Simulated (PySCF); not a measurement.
Constitutional and geometric isomers with formula C3H4S. Gas-phase values, no solvent. One relaxed conformer stands for each flexible species; it need not be the lowest. Strings in code marks are SMILES.

All values below come from PySCF with PBE-D3(BJ)/def2-TZVP // PBE0-D3(BJ)/def2-TZVP. All candidates: neutral, multiplicity 1. Delta-SCF ions had no search for a lower state. 

```yaml
LUMO: -0.95 eV
vertical ionisation energy (Delta-SCF): 9.07 eV
HOMO–LUMO gap: 4.85 eV
```

Question: Which member has these values?
A. `C#CCS`
B. `C=C=CS`
C. `C=CC=S` (C–C–C–S torsion 180°)
D. `SC1C=C1` (H–S–C–C torsion 152°)

Answer: A, `C#CCS`. The others give `C=CC=S` (C–C–C–S torsion 180°): -3.57 eV, 8.58 eV, 1.70 eV; `C=C=CS`: -1.30 eV, 8.39 eV, 4.02 eV; `SC1C=C1` (H–S–C–C torsion 152°): -1.44 eV, 8.83 eV, 3.95 eV
